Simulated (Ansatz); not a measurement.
C₄H₃F₅ (`FC/C(F)=C\C(F)(F)F`), relaxed with RKS PBE0-D4/def2-TZVP in the Gaussian-basis code of Ansatz from a PBE-D4/def2-SVP geometry. The force threshold is 0.005 eV/Å; the program also tests the step.

The species carries charge 0 and has multiplicity 1.

Start:

```xyz
12

F    -1.211    1.445    0.540
C     0.035    1.252    1.087
C     0.920    0.413    0.201
F     2.213    0.767    0.330
C     0.602   -0.591   -0.634
C    -0.773   -1.156   -0.845
F    -1.483   -1.244    0.307
F    -1.509   -0.435   -1.721
F    -0.668   -2.410   -1.351
H    -0.073    0.772    2.087
H     0.543    2.232    1.230
H     1.404   -1.046   -1.232
```

(1) By how much does the energy fall, and how many steps does the optimiser take? (An estimate is asked.)

(2) Which bonds change most? (Best estimate.)

(3) Give the relaxed structure. (An estimate is asked.)

Results:

(1) Computed: 13.55 kJ/mol, in 72 steps, 9 of them rejected.

(2) Computed: C2–H10 from 1.115 to 1.090 Å; C3–C5 from 1.344 to 1.324 Å; C2–C3 from 1.508 to 1.488 Å; C2–H11 from 1.113 to 1.095 Å.

(3) The calculation gave: 
```xyz
12

F    -0.280    2.302    1.207
C     0.126    0.987    1.237
C     0.782    0.634   -0.050
F     1.853    1.386   -0.296
C     0.453   -0.314   -0.914
C    -0.732   -1.206   -0.753
F    -1.884   -0.529   -0.630
F    -0.851   -2.005   -1.817
F    -0.640   -1.997    0.330
H    -0.739    0.351    1.425
H     0.849    0.873    2.052
H     1.063   -0.482   -1.791
```
